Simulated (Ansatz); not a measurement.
Geometry optimisation, DFT PBE, scalar-relativistic, plane waves, PAW (Ansatz 0.2.0).

Input:

```yaml
crystal:
  lattice:
    - [7.78, 0.0, 0.0]
    - [0.0, 5.501291, 0.0]
    - [0.0, 0.0, 16.125968]
  atoms:
    - { symbol: Pd, position: [0.25, 0.25, 0.0620118] }
    - { symbol: Pd, position: [0.75, 0.25, 0.0620118] }
    - { symbol: Pd, position: [0.25, 0.75, 0.0620118] }
    - { symbol: Pd, position: [0.75, 0.75, 0.0620118] }
    - { symbol: Pd, position: [0.0, 0.0, 0.147298] }
    - { symbol: Pd, position: [0.5, 0.0, 0.147298] }
    - { symbol: Pd, position: [0.0, 0.5, 0.147298] }
    - { symbol: Pd, position: [0.5, 0.5, 0.147298] }
    - { symbol: Pd, position: [0.25, 0.25, 0.2325842] }
    - { symbol: Pd, position: [0.75, 0.25, 0.2325842] }
    - { symbol: Pd, position: [0.25, 0.75, 0.2325842] }
    - { symbol: Pd, position: [0.75, 0.75, 0.2325842] }
    - { symbol: Pd, position: [0.0, 0.0, 0.3178704] }
    - { symbol: Pd, position: [0.5, 0.0, 0.3178704] }
    - { symbol: Pd, position: [0.0, 0.5, 0.3178704] }
    - { symbol: Pd, position: [0.5, 0.5, 0.3178704] }
    - { symbol: B, position: [0.6668306, 0.8275279, 0.4195697] }
basis:
  ecutwfc: 420.0
kpoints:
  mp_grid: { grid: [2, 3, 1] }
hamiltonian:
  xc: pbe
  pseudopotentials: { kind: paw, azcp: { folder: soft_1 } }
scf:
  occupations: { method: fermi_dirac, width: 0.15 }
  lower_state_search: "off"
relax:
  f_tol: 0.03
  max_steps: 60
  adjacent_minimum: "off"
  constraints: [{ sites: [0, 1, 2, 3] }]
output:
  write_density: true
  write_potential: true
  elf: true
  volumetric_format: npy
```

Launched with:

```bash
$ ansatz run input.yaml --threads 4 --pin off --max-ram 10240MiB --backend cpu --events-out ev --progress --plain --runs-dir out
```

**Question.** Where does it end, and by what steps?

**Answer.** The forces met the threshold. The force dipped under the threshold on the way, but the program's further checks kept it going. Limits of this set-up: coarse k mesh, thin slab, slab without dipole correction, odd electron count without spin, a typed lattice constant that wasn't relaxed here. After 12 steps the energy has fallen by 3.376 eV; B17 moved furthest, 1.39 Å. Joined: Pd12–B17 (3.11 → 2.04 Å), Pd13–Pd14 (3.89 → 3.21 Å), Pd13–B17 (3.21 → 2.12 Å), Pd15–Pd16 (3.89 → 3.20 Å), Pd15–B17 (3.56 → 2.13 Å).

| step | energy less start (eV) | largest force component (eV/Å) | accepted |
| --- | --- | --- | --- |
| 0 | 0.0000 | 2.802 | yes |
| 1 | -0.8664 | 2.674 | yes |
| 2 | -1.4503 | 1.388 | yes |
| 3 | -1.9246 | 1.394 | yes |
| 4 | -2.2911 | 1.240 | yes |
| 5 | -2.5824 | 1.157 | yes |
| 6 | -2.8015 | 0.839 | yes |
| 7 | -2.9795 | 0.455 | yes |
| 8 | -3.1697 | 0.317 | yes |
| 9 | -3.2117 | 1.069 | yes |
| 10 | -3.3636 | 0.256 | yes |
| 11 | -3.3758 | 0.019 | yes |
| 12 | -3.3758 | 0.019 | yes |

```xyz
17
Lattice="7.7800 0.0000 0.0000 0.0000 5.5013 0.0000 0.0000 0.0000 16.1260" Properties=species:S:1:pos:R:3
Pd 1.945 1.375 1.000
Pd 5.835 1.375 1.000
Pd 1.945 4.126 1.000
Pd 5.835 4.126 1.000
Pd 0.112 0.006 2.418
Pd 3.780 0.007 2.415
Pd 0.111 2.749 2.416
Pd 3.778 2.751 2.416
Pd 1.946 1.382 4.054
Pd 5.835 1.377 3.621
Pd 1.943 4.133 4.109
Pd 5.834 4.126 3.570
Pd -0.344 -0.007 5.359
Pd 4.228 -0.002 5.352
Pd -0.344 2.763 5.354
Pd 4.232 2.766 5.356
B 5.832 4.137 5.609
```

Whether the end is a true minimum wasn't checked by a vibrational analysis.

Run time: 4.2 min on 4 threads of Arm Neoverse V2, on a shared host, peak memory 2.6 GiB.
